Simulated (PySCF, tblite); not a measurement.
Isomers of C3H7ClO3Si, one GFN2-xTB conformer each. Single-point energies are computed at PBE0/pcSseg-1 (PySCF, gas phase, no added dispersion term), electronic only.

Question: Rank them by PBE0/pcSseg-1 energy, lowest first (kcal/mol).
A. `[CH3:1][Si:2]1([Cl:3])[O:4][CH2:5][O:6][CH2:7][O:8]1` with C1–Si2–O4–C5 -108°, Si2–O4–C5–O6 21°, O4–C5–O6–C7 -64°, C5–O6–C7–O8 63°
B. `[CH3:1][O:2][C@@H:3]1[CH2:4][O:5][Si@@H:6]([Cl:7])[O:8]1` with C1–O2–C3–C4 -176°, O2–C3–C4–O5 -108°, C3–C4–O5–Si6 0°, C4–O5–Si6–Cl7 -125°, O5–Si6–O8–C3 19°
C. `[CH3:1][O:2][Si@@H:3]([Cl:4])[O:5][CH2:6][CH:7]=[O:8]` with C1–O2–Si3–Cl4 57°, O2–Si3–O5–C6 48°, Si3–O5–C6–C7 -171°, O5–C6–C7–O8 -179°
D. `[CH3:1][O:2][CH2:3][C:4](=[O:5])[O:6][SiH2:7][Cl:8]` with C1–O2–C3–C4 -70°, O2–C3–C4–O5 4°, C3–C4–O6–Si7 178°, C4–O6–Si7–Cl8 177°

Answer: A (0.0), B (18.6), C (25.5), D (38.1).

As drawn, the lowest has an Si–C bond, which the highest lacks; the highest has a C=O bond and a C(=O)–O unit, which the lowest lacks. GFN2-xTB itself gives, in the same order: 5.7, 0.0, 23.3, 28.9. GFN2-xTB puts CO[C@@H]1CO[Si@@H](Cl)O1 lowest instead; measured from each level's own lowest isomer, the values differ by up to 18.6 kcal/mol (CO[C@@H]1CO[Si@@H](Cl)O1: 0.0 against 18.6).

Question: Which frontier levels, dipoles and rotational constants go with these structures?

Answer: 
```tsv
SMILES	HOMO (eV, PBE0/pcSseg-1)	LUMO (eV)	dipole (D)	A, B, C (MHz)
C[Si]1(Cl)OCOCO1	-8.32	1.40	1.71	2399, 1093, 1067
CO[C@@H]1CO[Si@@H](Cl)O1	-8.19	0.92	2.06	3345, 881.1, 761.8
CO[Si@@H](Cl)OCC=O	-7.64	-0.90	3.58	2338, 697.5, 568.8
COCC(=O)O[SiH2]Cl	-7.65	-0.25	1.18	4726, 550.2, 512.9
```

Question: What happens when harmonic zero-point energies from GFN2-xTB frequencies are added?

Answer: 
| SMILES | ZPE (kcal/mol) | electronic (kcal/mol) | with ZPE (kcal/mol) |
| --- | --- | --- | --- |
| C[Si]1(Cl)OCOCO1 | 66.9 | 0.0 | 0.0 |
| CO[C@@H]1CO[Si@@H](Cl)O1 | 66.1 | 18.6 | 17.8 |
| CO[Si@@H](Cl)OCC=O | 63.3 | 25.5 | 21.9 |
| COCC(=O)O[SiH2]Cl | 62.6 | 38.1 | 33.9 |

The zero-point energies span 4.3 kcal/mol. The order is unchanged.
